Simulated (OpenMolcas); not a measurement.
Co3+ (d6) among equal point charges was computed by CASSCF with the d shell active (OpenMolcas, ANO-RCC-VDZP on the metal). Its lowest spin-free states, and all those of the highest spin:

```csv
2S+1,Degeneracy,E (cm-1)
5,2,0.0
5,1,1496
5,2,4400
3,1,25030
3,1,25038
3,2,25996
3,2,26350
3,2,26501
3,1,27031
3,2,29545
3,1,29718
3,2,30160
```

Is the site octahedral, tetrahedral or cube-like, axial, or of lower symmetry?

The states with 2S+1 = 5 have orbital degeneracies 2, 1, 2. There are pairs but no triples, so the site is axial: not cubic, but with a proper or improper axis of order three or more. The run had Co3+ among 6 point charges of -1.1 e arranged as a trigonal prism (D3h), 1.65 Å from the ion, with a polar angle of 51.1° against the regular 49.1°.

An orbital doublet at a regular site is open to a Jahn-Teller distortion, which this geometry leaves out. Without dynamic correlation the repulsion within the d shell is too large (B by tens of per cent), so at a given field states of lower spin stand too high. Point charges give a weaker field than real ligands, and real ions of this kind are often low spin; the high spin found here belongs to the model. The ground term spreads over less than 5000 cm-1, several times less than with real ligands, so orbital moments are less quenched and χT lies further from the spin-only value than at real sites. Point charges carry no covalency, so the field is a model and not that of real ligands. No measured value stands beside these numbers.
